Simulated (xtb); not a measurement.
xtb input (GFN1-xTB):

```bash
xtb mol.xyz --gfn 1 --sp --chrg -1 --uhf 0
```
mol.xyz:
```
8

N     -1.19171291    -0.75422035     0.09006449
B     -0.00916097     0.18464661     0.02655541
N      1.25786872    -0.57920244    -0.28183402
O     -0.07269862     1.46529819     0.21073552
H     -2.06483964    -0.25215404     0.00284765
H     -1.17973072    -1.52116936    -0.57165795
H      1.32955430    -1.49864348     0.13735602
H      2.07931916    -0.03969221    -0.04482025
```

End of the output:

```
         :::::::::::::::::::::::::::::::::::::::::::::::::::::
         ::                     SUMMARY                     ::
         :::::::::::::::::::::::::::::::::::::::::::::::::::::
         :: total energy             -14.976492740809 Eh    ::
         :: gradient norm              0.031132910927 Eh/a0 ::
         :: HOMO-LUMO gap              6.742132560551 eV    ::
         ::.................................................::
         :: SCC energy               -15.102964065833 Eh    ::
         :: -> electrostatic           0.269965584065 Eh    ::
         :: repulsion energy           0.128243343754 Eh    ::
         :: dispersion energy         -0.001772018730 Eh    ::
         :: halogen bond corr.         0.000000000000 Eh    ::
         :: add. restraining           0.000000000000 Eh    ::
         :: total charge              -1.000000000000 e     ::
         :::::::::::::::::::::::::::::::::::::::::::::::::::::

           -------------------------------------------------
          |                Property Printout                |
           -------------------------------------------------

    * Orbital Energies and Occupations

         #    Occupation            Energy/Eh            Energy/eV
      -------------------------------------------------------------
         1        2.0000           -0.5087046             -13.8426
         2        2.0000           -0.5028547             -13.6834
         3        2.0000           -0.4250470             -11.5661
         4        2.0000           -0.3208208              -8.7300
         5        2.0000           -0.3117630              -8.4835
         6        2.0000           -0.3086787              -8.3996
         7        2.0000           -0.2560312              -6.9670
         8        2.0000           -0.2213471              -6.0232
         9        2.0000           -0.2133491              -5.8055
        10        2.0000           -0.1699606              -4.6249
        11        2.0000           -0.1647268              -4.4824
        12        2.0000           -0.1459494              -3.9715 (HOMO)
        13                          0.1018195               2.7706 (LUMO)
        14                          0.1027875               2.7970
        15                          0.1341627               3.6508
        16                          0.1563713               4.2551
Note: The following floating-point exceptions are signalling: IEEE_DENORMAL
normal termination of xtb
        17                          0.1762379               4.7957
        18                          0.3881555              10.5622
        19                          0.4697866              12.7835
        20                          0.4946778              13.4609
        21                          0.5757510              15.6670
        22                          0.7526934              20.4818
        23                          0.7885070              21.4564
        24                          1.0182942              27.7092
      -------------------------------------------------------------
                  HL-Gap            0.2477688 Eh            6.7421 eV
             Fermi-level           -0.0220650 Eh           -0.6004 eV

  Mulliken/CM5 charges         n(s)   n(p)   n(d)
     1N    -0.61083 -0.98674   1.462  4.149  0.000
     2B     0.46501  0.39853   0.820  1.715  0.000
     3N    -0.61083 -0.98674   1.462  4.149  0.000
     4O    -0.79724 -0.76343   1.737  5.060  0.000
     5H     0.14351  0.34039   0.856  0.000  0.000
     6H     0.13344  0.32880   0.867  0.000  0.000
     7H     0.13344  0.32880   0.867  0.000  0.000
     8H     0.14351  0.34039   0.856  0.000  0.000

Wiberg/Mayer (AO) data.
largest (>0.10) Wiberg bond orders for each atom

 ---------------------------------------------------------------------------
     #   Z sym  total        # sym  WBO       # sym  WBO       # sym  WBO
 ---------------------------------------------------------------------------
     1   7 N    2.931 --     6 H    0.970     5 H    0.967     2 B    0.901
     2   5 B    3.411 --     4 O    1.578     3 N    0.901     1 N    0.901
     3   7 N    2.931 --     7 H    0.970     8 H    0.967     2 B    0.901
     4   8 O    1.751 --     2 B    1.578
     5   1 H    1.000 --     1 N    0.967
     6   1 H    0.995 --     1 N    0.970
     7   1 H    0.995 --     3 N    0.970
     8   1 H    1.000 --     3 N    0.967
 ---------------------------------------------------------------------------

Topologies differ in total number of bonds
Writing topology from bond orders to xtbtopo.mol

 dipole moment from electron density (au)
     X       Y       Z
   0.0912  -1.8379  -0.2643  total (Debye):    4.725

           -------------------------------------------------
          | TOTAL ENERGY              -14.976492740809 Eh   |
          | GRADIENT NORM               0.031132910927 Eh/α |
          | HOMO-LUMO GAP               6.742132560551 eV   |
           -------------------------------------------------

------------------------------------------------------------------------
------------------------------------------------------------------------
 total:
 SCF:
```

It need not be the lowest isomer of its formula. Whether it binds its extra electron was not tested at this geometry.
